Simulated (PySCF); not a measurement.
## Bond length, frequency and bond energy of VO by level of theory

State: ⁴Σ⁻ (quartet), unpaired electrons σ ↑, δ ↑↑. Set-up: V def2-TZVPP, O def2-TZVPP; no relativity (PySCF 2.14). De refers to V (3d3 4s2) + O in their high-spin ground configurations, without counterpoise correction. The functionals are run spin-unrestricted. A positive dipole means V(−)O(+). Levels whose curve was spin-contaminated or gave no clean fit are not listed.

```tsv
Level	Re (Å)	ωe (cm⁻¹)	De (eV)	μ (D)	CPU s a point (SCF and correlation, without the integrals)
PBE	1.583	1026	n/a	-3.24	1.2
BP86	1.584	1027	n/a	-3.25	1
r²SCAN	1.580	1033	n/a	-3.52	2
r²SCANh	1.575	1044	n/a	-3.62	2
B3LYP	1.578	1046	n/a	-3.63	2
PBE0	1.567	1066	n/a	-3.54	2.3
LC-ωPBE	1.557	1101	n/a	-3.55	2.3
```

What does a quarter of exact exchange do here, going from PBE to PBE0?

PBE0 less PBE: -1.6 pm in Re, +3.9 % in ωe. Exact exchange removes part of the self-interaction that spreads semilocal densities, and in most molecules shortens and stiffens the bond and lowers De; so it does here.

De is left out where the level can put another filling of the metal’s s and d shells below the measured ground configuration, by anything from nothing to about 1 eV. The state is the lowest single determinant that the PBE0 search found; with open d or f shells the true ground state can be another one.

The whole job (state search and all levels along the bond) took about 6 min on 1 thread of Intel Xeon 6975P-C (shared host), peak memory 3 GiB.
